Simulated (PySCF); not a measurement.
AlAsH4O2, SMILES [OH][Al]([AsH2])[OH]. Atoms are numbered in the order given.

```xyz
8

Al    -1.0313    -0.0137     0.0000
As     1.3742     0.0625     0.0000
H      1.4204    -0.9885     1.1047
H      1.4204    -0.9885    -1.1047
O     -1.8280     0.0027    -1.5023
H     -2.7667     0.0242    -1.6895
O     -1.8280     0.0027     1.5023
H     -2.7667     0.0242     1.6895
```

Geometry optimised at PBE0-D3(BJ)/def2-SVP. The structure was generated by enumeration; whether it is a known compound was not checked. One conformer was computed; it need not be the lowest.

All values below come from PBE/def2-TZVP in PySCF.

Symmetry labels are those of the subgroup Cs that the program uses (full group Cs).

Computed valence orbital energies around the gap with their symmetry:
```json
[
 {"orbital": "HOMO−7", "symmetry": "A\"", "energy (eV)": "-12.08"},
 {"orbital": "HOMO−6", "symmetry": "A\"", "energy (eV)": "-8.92"},
 {"orbital": "HOMO−5", "symmetry": "A'", "energy (eV)": "-8.47"},
 {"orbital": "HOMO−4", "symmetry": "A'", "energy (eV)": "-7.94"},
 {"orbital": "HOMO−3", "symmetry": "A'", "energy (eV)": "-7.53"},
 {"orbital": "HOMO−2", "symmetry": "A\"", "energy (eV)": "-7.38"},
 {"orbital": "HOMO−1", "symmetry": "A\"", "energy (eV)": "-7.31"},
 {"orbital": "HOMO", "symmetry": "A'", "energy (eV)": "-6.32"},
 {"orbital": "LUMO", "symmetry": "A'", "energy (eV)": "-1.23"},
 {"orbital": "LUMO+1", "symmetry": "A'", "energy (eV)": "-0.75"},
 {"orbital": "LUMO+2", "symmetry": "A\"", "energy (eV)": "-0.41"},
 {"orbital": "LUMO+3", "symmetry": "A'", "energy (eV)": "0.29"}
]
```
